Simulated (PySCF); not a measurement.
A compound of formula C11H27ClS2Si2 has these computed shifts in ppm, with the number of atoms in brackets (GIAO PBE0/pcSseg-2, gas phase, PySCF SCF with an in-house response code, fitting set def2-universal-JFIT up to Ne and JKFIT beyond, grid level 2, non-relativistic, geometry: PBE0-D3(BJ)/def2-SVP; 13C, 1H, 29Si against isolated TMS; 33S against isolated CS2).

1H: 3.13 (1), 2.50 (1), 2.42 (1), 2.28 (1), 1.91 (1), 1.74 (1), 1.54 (1), 1.42 (1), 1.35 (1), 1.20 (1), 1.20 (1), 1.06 (1), 0.96 (3), 0.95 (3), 0.59 (3), 0.47 (3), 0.33 (3)
13C: 43.5 (1), 37.0 (1), 33.3 (1), 33.0 (1), 27.9 (1), 26.2 (1), 16.7 (1), 16.5 (1), 4.7 (1), -0.2 (1), -0.3 (1)
29Si: 31.9 (1), -2.1 (1)
33S: -84.0 (1), -108.8 (1)

Task: Which structure gave them?

Result: CCCCS[Si](C)(C)[Si@@](C)(Cl)SCCCC. Other isomers were not compared.
